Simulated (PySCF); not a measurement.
F2In (SMILES [F][In][F]), doublet, geometry from GFN2-xTB (such geometries of metal compounds can be far from the true shape) (the spin is typed, not shown lowest) (all electrons, no relativity).

Input for PySCF:
```python
from pyscf import gto, scf, dft

mol = gto.M(
    atom='''
In    0.215837    0.085784    0.066130
F    -0.771757    1.209385   -1.450562
F    -0.403356   -1.676431    1.090519
''',
    basis='sto-3g',
    charge=0,
    spin=1,
    verbose=3,
)

mf = dft.UKS(mol)
mf.xc = 'pbe0'
mf.kernel()
```

**Question.** What does this run give for the nuclear repulsion energy, <S^2>, Mulliken (on the basis functions themselves) charges in atom order?

**Answer.** 
| Quantity | Result |
|---|---|
| nuclear repulsion energy | 230.1899 Eh |
| <S^2> | 0.764 |
| Mulliken (on the basis functions themselves) charges in atom order | In1 0.39, F2 -0.19, F3 -0.19 |

These values belong to the state on which the SCF converged, which isn't shown to be the lowest.
